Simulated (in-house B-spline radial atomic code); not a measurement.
A run on Os- that did not converge. Method: scalar-relativistic (X2C) r2SCAN0, spin-polarised, spherical fractional occupations, exact exchange averaged over the configuration, Fermi nucleus of rms radius 5.4126 fm; computed with a B-spline radial code for spherical atoms.

Command:
```bash
python run_scf.py task.json out
```
Settings (nuclear radius in fm, mass in u):
```
Z                76
configuration    [Xe] 4f14 5d7 6s2
hamiltonian      x2c
method           r2scan0
spin_polarised   True
nucleus          fermi
rms_radius       5.4126
atomic_mass      191.96148
speed_of_light   137.035999084
exact_exchange   averaged over the configuration
```

First and last ten iterations of the last attempt (damped for 15 steps, keeping 80 % of the old Fock matrix, then DIIS):
```
 iter        energy (Eh)    residual
    1      -17248.290895    1.85e-01
    2      -17252.308333    2.60e-01
    3      -17253.857433    1.82e-01
    4      -17254.624697    1.25e-01
    5      -17255.022553    8.97e-02
    6      -17255.234416    6.77e-02
    7      -17255.347768    5.29e-02
    8      -17255.408091    4.02e-02
    9      -17255.440188    3.01e-02
   10      -17255.457551    2.25e-02
  111      -17255.444875    1.99e-02
  112      -17254.888685    5.80e-02
  113      -17255.475536    8.30e-03
  114      -17254.925504    5.48e-02
  115      -17254.947835    5.30e-02
  116      -17254.908291    5.59e-02
  117      -17254.907530    5.60e-02
  118      -17254.899759    5.65e-02
  119      -17254.897394    5.65e-02
  120      -17254.896012    5.66e-02
 not converged after 120 iterations
```

The smallest residual met was 4.7e-03; the threshold is about 8e-07. No energy from this run should be used. Time taken, with all properties: 8.4 s on 1 thread of Intel(R) Xeon(R) Platinum 8488C, with other jobs on the host.
